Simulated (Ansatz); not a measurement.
Reaction (ligand exchange at a Zn–C bond): `[CH3][Zn][CH2]S` + H₂Te → `[CH3][Zn][TeH]` + CH₃SH

Gas-phase electronic energies from Ansatz, PBE0-D4/def2-TZVP geometries. CCSD(T)/CBS is the MP2 limit (def2-TZVPP, def2-QZVPP) plus CCSD(T) − MP2 in def2-TZVPP, frozen cores. This one scheme is used for every species. DFT in def2-TZVPP. B3LYP here is the variant with VWN-RPA as its local correlation; programs differ in this. Elements past krypton have def2 core potentials. For Te, Zn outer-core shells are correlated without core-valence functions, which leaves a few kJ/mol of doubt a bond. Scalar relativity is left out up to krypton. One conformer a species, not always the lowest.

CCSD(T)/CBS gives -1.53 eV.

**Question.** Another level gave -1.50 eV. Which?
A. PBE/def2-TZVPP
B. HF/def2-TZVPP
C. PBE0/def2-TZVPP
D. B3LYP-D4/def2-TZVPP

**Answer.** D. B3LYP-D4 -1.50, PBE0 -1.54, PBE -1.45, HF/def2-TZVPP -1.79 eV.

Largest T1 diagnostic among the species: 0.013.

From PBE to PBE0 (25 % exact exchange), in def2-TZVPP and without D4, ΔE moves by −0.09 eV. In def2-TZVPP, CCSD(T) changes the Hartree–Fock value by +0.35 eV (the triples alone add +0.04 eV) and MP2 by +0.31 eV.
